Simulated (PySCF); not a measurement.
Tc⁴¹⁺ (technetium, charge +41): Hartree-Fock from Schrödinger to Dirac-Coulomb-Breit

Occupied: 1s1/2. Hartree-Fock calculated with PySCF 2.14 in an even-tempered Gaussian basis (16 s from 6.5 bohr⁻², ratio 2.7; 12 p from 7.8 bohr⁻², ratio 2.7), Gaussian nucleus throughout. NR is non-relativistic, sf-X2C the spin-free one-electron X2C Hamiltonian, X2C adds the bare one-electron spin-orbit term, X2C-SNSO screens it by Boettger's factors, DC is four-component Dirac-Coulomb, and the Gaunt and Breit terms are added at first order (total energies over the DC spinors, levels after relaxing the spinors in that mean field). QED terms are absent. Levels marked empty are virtual spinors of this ion.

| Hamiltonian | E (hartree) | E − E(DC) (hartree) | CPU seconds |
| --- | --- | --- | --- |
| NR | -1822.1933 | 46.8468 | 0.44 |
| sf-X2C | -1868.5182 | 0.5219 | 0.25 |
| X2C | -1868.5182 | 0.5219 | 0.23 |
| X2C-SNSO | -1868.5182 | 0.5219 | 0.24 |
| DC | -1869.0401 | 0.0000 | 5.6 |
| DC+Gaunt | -1867.9731 | 1.0670 | 9.3 |
| DC+Breit | -1867.9731 | 1.0670 | 85 |

```json
{"level (eV)": "1s1/2", "NR": "-24429.6", "sf-X2C": "-25039.1", "X2C": "-25039.1", "X2C-SNSO": "-25039.1", "DC": "-25053.1", "DC+Gaunt": "-25024.4", "DC+Breit": "-25024.4"}
{"level (eV)": "2s1/2 (empty)", "NR": "-5829.9", "sf-X2C": "-6011.9", "X2C": "-6011.9", "X2C-SNSO": "-6011.9", "DC": "-6013.3", "DC+Gaunt": "-6010.2", "DC+Breit": "-6010.6"}
{"level (eV)": "2p1/2 (empty)", "NR": "-5750.5", "sf-X2C": "-5826.6", "X2C": "-5927.7", "X2C-SNSO": "-5925.2", "DC": "-5924.3", "DC+Gaunt": "-5917.8", "DC+Breit": "-5918.8"}
{"level (eV)": "2p3/2 (empty)", "NR": "-5750.5", "sf-X2C": "-5826.6", "X2C": "-5780.0", "X2C-SNSO": "-5781.1", "DC": "-5782.2", "DC+Gaunt": "-5778.8", "DC+Breit": "-5779.8"}
{"level (eV)": "3s1/2 (empty)", "NR": "-2565.0", "sf-X2C": "-2629.2", "X2C": "-2629.2", "X2C-SNSO": "-2629.2", "DC": "-2629.6", "DC+Gaunt": "-2628.7", "DC+Breit": "-2628.8"}
```

| interval (eV) | X2C | X2C-SNSO | DC | DC+Gaunt | DC+Breit |
| --- | --- | --- | --- | --- | --- |
| 2p3/2 − 2p1/2 | 147.7 | 144.2 | 142.1 | 139.0 | 139.0 |

Weight of the small component: 1s1/2 0.0249, 2s1/2 0.00591, 2p1/2 0.00587, 2p3/2 0.00572, 3s1/2 0.00260.

Koopmans' value for the highest occupied level at DC+Breit: 25024.4 eV, against an ionisation energy of 25004.5 eV (theoretical estimate listed by NIST; NIST Atomic Spectra Database, ionization energies); the former lacks relaxation, correlation, QED and recoil.

The whole ladder took 100 s of wall time on 1 thread of AMD EPYC 7571 (shared host), launched as `OMP_NUM_THREADS=1 python relrun2.py TASK.json OUT` (a driver that calls PySCF for each Hamiltonian).
